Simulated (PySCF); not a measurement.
Atomic charges by several schemes

Compound: C6H18GaN3.
Numbering: `[CH3:1][N:2]([CH3:3])[Ga:4]([N:5]([CH3:6])[CH3:7])[N:8]([CH3:9])[CH3:10]` (hydrogens: H11, H12, H13 on C1; H14, H15, H16 on C3; H17, H18, H19 on C6; H20, H21, H22 on C7; H23, H24, H25 on C9; H26, H27, H28 on C10)

Structure used (PBE0-D3(BJ)/def2-SVP), in Å, numbered top down from 1:
```xyz
28
C6H18GaN3 angstrom
C      2.636   -0.970    0.611
N      1.811    0.134    0.207
C      2.539    1.351   -0.023
Ga    -0.002    0.003    0.007
N     -1.055    1.483    0.215
C     -0.686    2.597    1.045
C     -2.329    1.636   -0.430
N     -0.765   -1.607   -0.404
C     -2.113   -1.950   -0.044
C     -0.069   -2.649   -1.107
H      3.198   -0.748    1.542
H      2.028   -1.867    0.807
H      3.390   -1.240   -0.158
H      1.868    2.155   -0.360
H      3.060    1.712    0.889
H      3.318    1.226   -0.804
H     -0.600    3.543    0.470
H     -1.431    2.781    1.847
H      0.282    2.419    1.536
H     -2.362    2.539   -1.074
H     -2.553    0.771   -1.073
H     -3.163    1.736    0.297
H     -2.153   -2.854    0.599
H     -2.592   -1.133    0.516
H     -2.747   -2.163   -0.930
H      0.029   -3.576   -0.503
H     -0.590   -2.936   -2.044
H      0.946   -2.328   -1.385
```

Density: PBE0/pcSseg-1 (PySCF); schemes: Mulliken, IAO, Hirshfeld and ESP-fitted. Geometry: PBE0-D3(BJ)/def2-SVP; no solvent, vibrations or thermal averaging. The calculation is non-relativistic, for gallium too.

**Question.** Tabulate the Mulliken, IAO, Hirshfeld and ESP-fitted charges.

**Answer.** In e; atoms taken as equivalent share a row and are averaged (×n: the atom named and its like, n in all):

```csv
atom,environment,Mulliken,IAO,Hirshfeld,ESP-fitted
C1 (×6),N-methyl carbon,-0.070,-0.278,-0.077,-0.272
N2/N5/N8,nitrogen bonded to 2 C and Ga,-0.918,-0.459,-0.207,-0.175
Ga4,gallium bonded to 3 N,+1.311,+0.848,+0.510,+0.494
H11 (×18),methyl hydrogen,+0.104,+0.122,+0.032,+0.092
```

Mean size of the charges over all atoms: Mulliken 0.227 e, IAO 0.218 e, ESP-fitted 0.154 e, Hirshfeld 0.078 e. Each set sums to the total charge, 0, to within 0.001 e. The Hirshfeld scheme weights the molecular density at each point by an atom's share of the summed free-atom densities. The Mulliken scheme gives each basis function's population to the atom it is centred on and halves the overlap population of two atoms between them.

Some averages cover members that differ in this geometry: C1 (×6), ESP-fitted -0.297 to -0.254; H11 (×18), Mulliken +0.093 to +0.119 e.

Lowest charge. The schemes don't all agree: Mulliken N2/N5/N8 (-0.918); IAO N2/N5/N8 (-0.459); Hirshfeld N2/N5/N8 (-0.207); ESP-fitted C1 (×6) (-0.272).

Highest charge. All schemes agree: Mulliken Ga4 (+1.311); IAO Ga4 (+0.848); Hirshfeld Ga4 (+0.510); ESP-fitted Ga4 (+0.494).

**Question.** How many electrons does the IAO scheme count on C9?

**Answer.** Its own charge is -0.278 e, so Z − q = 6.278.

**Question.** Sum the charges by element, for elements with more than one atom.

**Answer.** 
```tsv
element	atoms	Mulliken	IAO	Hirshfeld	ESP-fitted
C	6	-0.421	-1.669	-0.463	-1.633
N	3	-2.753	-1.377	-0.622	-0.525
H	18	+1.863	+2.199	+0.575	+1.664
```
